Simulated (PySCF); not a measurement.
Gas-phase equilibrium of 1 mol HCl, 11 mol O2 at 1400 K and 0.00100 bar, among 14 species (ClO, O2, HCl, O, HO2, H2O, H, HOCl, H2O2, O3, H2, Cl, Cl2, OH). Only gases are allowed; each row takes one source of thermochemistry for all species, and Cantera finds the minimum.

Method: PySCF energies (xtb for GFN2) plus ideal-gas RRHO corrections (1 bar). 'Table' is the NASA 1993 thermochemical table (part measured, part estimated). After a fit of one offset per element over all species, the range-separated, M06-2X, PBE0/def2-QZVP and CCSD(T)/def2-TZVPP enthalpies, where run, lie to one side of the table for O3 (+19 kJ/mol): a fault of the table's entry, another state or a shared error of the levels is possible; this was not checked at source. † marks an energy on the PBE0/def2-TZVP geometry and frequencies; other levels use their own. Open shells (unrestricted) among the columns below: ClO (multiplicity 2, electronic degeneracy 4), O2 (multiplicity 3), Cl (multiplicity 2, electronic degeneracy 6); the rest are closed-shell singlets. GFN2 has no spin-polarisation term. Spin-orbit splitting is ignored; it lowers the true energy and changes the entropy of ClO, Cl. The harmonic model lacks anharmonicity and excited electronic states, which grow with temperature; levels with a mode under 35 cm⁻¹ are left out. Strong static correlation: O3. The table's entry may be an old estimate for ClO, HOCl (not checked at source).

Molecules larger than those listed are left out.

With table thermochemistry: O2 0.91, O3 3.7e-11, HCl 0.062, H2O 0.010, Cl2 0.00049, Cl 0.020, HOCl 5.4e-7, ClO 1.7e-5.

Q: How far does the composition move with the other sources (GFN2-xTB, M06-2X/def2-TZVP†, PBE/def2-SVP, PBE0/def2-TZVP, LDA/def2-TZVP†)?

A: 
```
thermochemistry     x O2     x O3   x HCl   x H2O    x Cl2     x Cl  x HOCl   x ClO
-----------------  -----  -------  ------  ------  -------  -------  ------  ------
table               0.91  3.7e-11   0.062   0.010  0.00049    0.020  5.4e-7  1.7e-5
GFN2-xTB           0.062     0.81  0.0020   0.055    0.044    0.019  0.0053  0.0052
M06-2X/def2-TZVP†   0.91   <1e-12   0.064  0.0092  0.00038    0.018  5.7e-7  7.0e-6
PBE/def2-SVP        0.91  2.7e-11   0.079  0.0023   5.0e-5   0.0045  8.3e-8  9.2e-7
PBE0/def2-TZVP      0.91   <1e-12   0.071  0.0062  0.00018    0.012  2.1e-7  8.4e-6
LDA/def2-TZVP†      0.92   2.6e-9   0.076  0.0039   0.0035  0.00079  3.1e-6  3.8e-5
```
The most sensitive of these is O3: it spans a factor of 10^11.9 over these rows; at this temperature one factor of ten is RT ln 10 = 27 kJ/mol.
